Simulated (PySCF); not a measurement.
Constitutional and geometric isomers with formula C2HNO. Gas-phase values, no solvent. Strings in code marks are SMILES.

Method: CAM-B3LYP-D3(BJ)/def2-TZVP run with PySCF. All candidates: neutral, multiplicity 1. Excitations are Tamm–Dancoff values on a coarser integration grid. The basis has no diffuse functions, so Rydberg states are missing or too high.

| Property | Result |
|---|---|
| dipole moment | 1.92 D |
| T1 excitation (TDA) | 0.39 eV |
| S1 excitation (TDA) | 1.02 eV |

Problem. Say which member has these values.
A. `N#CC=O`
B. `N=C=C=O`
C. `O=c1cn1`

Solution. B, `N=C=C=O`. The others give `N#CC=O`: 2.52 D, 3.26 eV, 3.94 eV; `O=c1cn1`: 3.72 D, 3.03 eV, 3.71 eV
